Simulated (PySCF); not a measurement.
Species: limonene, C10H16.
Cartesian coordinates in Å at the PBE0-D3(BJ)/def2-SVP level; atoms count from 1:
```xyz
26
C10H16 angstrom
C     -2.9697   -0.8492   -0.1728
C     -2.1278    0.1792   -0.0156
C     -2.6321    1.5732    0.2197
C     -0.6323   -0.0307   -0.0719
C      0.0434    0.1718    1.2887
C      1.5389    0.1406    1.1946
C      2.2280    0.2468    0.0488
C      3.7222    0.1700   -0.0008
C      1.5258    0.4416   -1.2691
C      0.0660    0.8450   -1.1150
H     -4.0537   -0.7101   -0.1279
H     -2.6014   -1.8640   -0.3511
H     -3.7291    1.5973    0.2770
H     -2.3194    2.2531   -0.5897
H     -2.2334    1.9966    1.1561
H     -0.4617   -1.0825   -0.3623
H     -0.3056   -0.6045    1.9906
H     -0.2769    1.1321    1.7356
H      2.0927    0.0151    2.1323
H      4.0526   -0.6326   -0.6829
H      4.1548    1.1073   -0.3914
H      4.1572   -0.0229    0.9902
H      1.6053   -0.4935   -1.8563
H      2.0692    1.1988   -1.8613
H     -0.4568    0.7755   -2.0824
H      0.0142    1.9015   -0.7991
```

Definitions: NICS(0) = −σiso at the ring centroid; NICS(1) = −σiso and NICS(1)zz = −σzz at ±1 Å along the ring normal z. Level: GIAO KT2/pcSseg-1 (PySCF, non-relativistic, gas phase) on the PBE0-D3(BJ)/def2-SVP geometry, one conformer.

Ring bond lengths (Å): C4–C5 1.532, C5–C6 1.499, C6–C7 1.341, C7–C9 1.506, C9–C10 1.522, C10–C4 1.531.

**Question.** What do the NICS probes read (ppm)?

**Answer.** 
| ring | type | NICS(0) | NICS(1), two faces | NICS(1)zz, two faces | rms pucker (Å) | centre to ring atoms, mean (Å) |
| --- | --- | --- | --- | --- | --- | --- |
| C4–C5–C6–C7–C9–C10 | 6-membered carbocycle; formal bonds 1 double, 5 single | -1.1 | -2.1 / -2.1 | 1.9 / 2.3 | 0.20 | 1.45 |

**Question.** What do they say, and how far can they be read as aromaticity?

**Answer.** 
- C4–C5–C6–C7–C9–C10: mean NICS(1)zz 2.1 ppm, near zero. C4, C5, C9, C10 have four or more neighbours; no verdict on aromaticity is drawn.

**Question.** What is the mean of the two in-plane components of NICS at the second NICS(1) probe listed for ring C4–C5–C6–C7–C9–C10, 1 Å off the ring?

**Answer.** The isotropic value is a third of the trace: (3 × -2.1 − (2.3))/2 = -4.3 ppm.

**Question.** Give the inner angles of the rings.

**Answer.** 
- C4–C5–C6–C7–C9–C10: C4 109.2°, C5 112.4°, C6 124.4°, C7 121.2°, C9 113.1°, C10 110.8°; sum 691.1° against 720° for a flat convex ring.

**Question.** How do the values depend on the level or the medium?

**Answer.** 
| level | NICS(0), C4–C5–C6–C7–C9–C10 | mean NICS(1)zz, C4–C5–C6–C7–C9–C10 |
| --- | --- | --- |
| KT2/pcSseg-1, gas | -1.1 | 2.1 |
| PBE0/pcSseg-1, gas | -1.4 | 1.9 |
| PBE0/pcSseg-1, IEF-PCM chloroform | -1.3 | 1.8 |
| PBE0/pcSseg-1, IEF-PCM cyclohexane | -1.3 | 1.9 |

The geometry is the same throughout; the continuum's cavity takes Bondi-type radii × 1.2.

On one thread of an Arm Neoverse V1 (shared host), this took 86 s and 1.2 GiB of memory at its peak. This is the whole shielding run at KT2/pcSseg-1, SCF included.
